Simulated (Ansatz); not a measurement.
System: CHCl₂F, charge 0, singlet. CHCl2F (dichloro(fluoro)methane, SMILES FC(Cl)Cl).
B3LYP-D3(BJ)/def2-TZVP minimum from Ansatz (a program for electronic structure):
```xyz
5

F     -0.0882     1.5309    -0.4670
C     -0.0332     0.4421     0.3280
Cl     1.4975    -0.4133     0.0501
Cl    -1.4350    -0.5973     0.0010
H     -0.0699     0.7484     1.3681
```
Charge 0, spin multiplicity 1.

Hartree-Fock and CCSD correlation energies in hartree (Ansatz). Radicals and triplets start from unrestricted determinants; spin-orbit coupling is neglected. Correlated methods leave the cores frozen. No relativity.

```csv
basis,X,E(HF),"E(corr, CCSD)"
cc-pV(T+d)Z,3,-1056.96455,-0.83032
cc-pV(Q+d)Z,4,-1056.98279,-0.89767
cc-pV(5+d)Z,5,-1056.98699,withheld
```

**Question.** Fit E(corr) = E∞ + A/X³ to X = 3 and 4, predict X = 5, and compare with the run.

**Answer.** A = (-0.83032 - (-0.89767))/(1/27 - 1/64) = 3.1454; E∞ = -0.89767 - A/64 = -0.94682; at X = 5, E∞ + A/125 = -0.92165. The run gave -0.92087, 0.78 mEh above the prediction. The same form on X = 4 and 5 gives E∞ = -0.94521, 1.61 mEh above the first estimate.
